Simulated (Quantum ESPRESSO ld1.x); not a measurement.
The terbium ion Tb+, 64 electrons, occupied as [Xe] 4f9 6s1.

Method: Dirac Kohn-Sham, PBE, spin-unpolarised, spherical densities, point nucleus; open shells fill j = l - 1/2 first; computed with ld1.x of Quantum ESPRESSO 7.5.

Energy parts (hartree):
part                     energy
total                 -11718.71
kinetic                12818.46
electron-nucleus      -28836.53
Hartree                 4556.46
exchange-correlation    -257.11

Orbitals (lengths in bohr, moments of r in powers of bohr; <r^-3> diverges for s and p1/2; r(max) is where P^2 peaks):
| orbital | occ. | eigenvalue (hartree) | r(max) | <1/r> | <r^2> | <r^-3> | small-component weight |
|---|---|---|---|---|---|---|---|
| 1s1/2 | 2 | -1904.05 | 0.01364 | 73.13 | 0.0006315 | - | 5.88e-02 |
| 2s1/2 | 2 | -315.645 | 0.07766 | 17.48 | 0.009827 | - | 1.30e-02 |
| 2p1/2 | 2 | -299.942 | 0.05859 | 17.45 | 0.007124 | - | 1.31e-02 |
| 2p3/2 | 4 | -272.504 | 0.06451 | 15.35 | 0.008354 | 10440 | 1.21e-02 |
| 3s1/2 | 2 | -70.1764 | 0.2200 | 6.378 | 0.06537 | - | 4.14e-03 |
| 3p1/2 | 2 | -63.3545 | 0.2073 | 6.293 | 0.06080 | - | 4.08e-03 |
| 3p3/2 | 4 | -57.6902 | 0.2198 | 5.760 | 0.06780 | 2230 | 3.81e-03 |
| 3d3/2 | 4 | -45.9501 | 0.1744 | 5.639 | 0.05394 | 376.0 | 3.69e-03 |
| 3d5/2 | 6 | -44.7145 | 0.1779 | 5.507 | 0.05589 | 332.9 | 3.61e-03 |
| 4s1/2 | 2 | -14.0796 | 0.5051 | 2.664 | 0.3312 | - | 1.32e-03 |
| 4p1/2 | 2 | -11.4078 | 0.5089 | 2.556 | 0.3480 | - | 1.24e-03 |
| 4p3/2 | 4 | -10.1476 | 0.5355 | 2.374 | 0.3868 | 496.9 | 1.14e-03 |
| 4d3/2 | 4 | -5.75169 | 0.5422 | 2.153 | 0.4434 | 71.11 | 9.69e-04 |
| 4d5/2 | 6 | -5.52417 | 0.5508 | 2.108 | 0.4589 | 62.00 | 9.42e-04 |
| 5s1/2 | 2 | -1.97580 | 1.184 | 1.003 | 1.986 | - | 2.69e-04 |
| 5p1/2 | 2 | -1.25977 | 1.295 | 0.8783 | 2.560 | - | 2.10e-04 |
| 5p3/2 | 4 | -1.09905 | 1.376 | 0.8133 | 2.927 | 62.14 | 1.85e-04 |
| 4f5/2 | 6 | -0.35542 | 0.5533 | 1.518 | 1.103 | 8.410 | 5.35e-04 |
| 4f7/2 | 3 | -0.32666 | 0.5585 | 1.493 | 1.164 | 8.047 | 5.22e-04 |
| 6s1/2 | 1 | -0.32093 | 3.286 | 0.3338 | 15.97 | - | 3.40e-05 |

The highest occupied level is 6s1/2 at -8.733 eV. Summed over all electrons, <r^2> = 55.45 bohr^2, which gives a Langevin (diamagnetic) susceptibility term of -43.9 x 10^-6 cm^3/mol. The density falls to 0.001 e/bohr^3 at r = 4.45 bohr.
